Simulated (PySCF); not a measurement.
Compound: C₄H₇FNSi (doublet state).
Geometry (GFN2-xTB, Å), atoms numbered from 1 in this order:
```
atom  x, y, z in Å
C1    -2.635    0.522    0.518
Si2   -1.027   -0.292    1.098
F3    -1.111   -1.843    0.570
C4     0.558    0.360    0.251
C5     1.752   -0.580    0.453
C6     2.883   -0.108   -0.303
N7     3.757    0.297   -0.921
H8    -2.777    0.347   -0.547
H9    -2.623    1.594    0.688
H10   -3.495    0.111    1.038
H11    0.817    1.355    0.612
H12    0.364    0.454   -0.823
H13    1.505   -1.589    0.113
H14    2.030   -0.629    1.510
```

The hyperfine couplings belong to this conformer and change with its torsions.

As a line formula: `C[Si](F)CCC#N` [radical].

Method used: UKS B3LYP, pcH-1 on C F H N Si, non-relativistic, mean-field spin-orbit, GIAO (PySCF 2.14.0). Isolated species at its GFN2-xTB geometry (one conformer only). The geometry wasn't refined by DFT: couplings that depend on bond lengths, twists or pyramidal angles can differ widely from those at the functional's own minimum, by a factor of two or more for some ions and for spin on atoms past the first row. The SCF solution wasn't tested for stability.

(1) The isotropic 13C couplings are +61.3, +59.1 MHz. Assign them to C1; C4.

(2) Match the computed a_iso(1H) values +18.3, +13.5, +0.1 MHz (means over equivalent nuclei) with the sites H8/H9/H10; H11/H12; H13/H14.

## Answers

(1) 
```
site  a_iso (MHz)  ρ(0) (bohr⁻³)         position  distance from Si2 (Å)  spin population  largest |T| (MHz)
  C1        +61.3        +0.0545  1 bond from Si2                   1.89            +0.04               14.7
  C4        +59.1        +0.0525  1 bond from Si2                   1.91            +0.05               15.8
```

(2) 
```json
{"site": "H8/H9/H10", "a_iso (MHz)": "+13.5", "ρ(0) (bohr⁻³)": "+0.0030", "position": "2 bonds from Si2", "distance from Si2 (Å)": "2.50", "bound to": "C1", "spin population there": "+0.04", "largest |T| (MHz)": "7.0"}
{"site": "H11/H12", "a_iso (MHz)": "+18.3", "ρ(0) (bohr⁻³)": "+0.0041", "position": "2 bonds from Si2", "distance from Si2 (Å)": "2.50", "bound to": "C4", "spin population there": "+0.05", "largest |T| (MHz)": "6.7"}
{"site": "H13/H14", "a_iso (MHz)": "+0.1", "ρ(0) (bohr⁻³)": "0.0000", "position": "3 bonds from Si2", "distance from Si2 (Å)": "3.06", "bound to": "C5", "spin population there": "-0.01", "largest |T| (MHz)": "4.2"}
```

ρ(0) is the spin density at the nucleus and T the dipolar tensor; a_iso includes a spin–orbit part; entries for several nuclei are means. The largest Mulliken spin population is on Si2 (+0.84). The angles at Si2 add up to 323.1°, so it is pyramidal.

Means are taken over nuclei equivalent by connectivity, which assumes that they swap fast. The three 1H nuclei of mean +13.5 MHz run from -5.3 to 45.0 MHz in the frozen geometry. The 1H value of +18.3 MHz is a mean of couplings from -4.9 to 41.5 MHz in this one geometry, not an average over conformers.
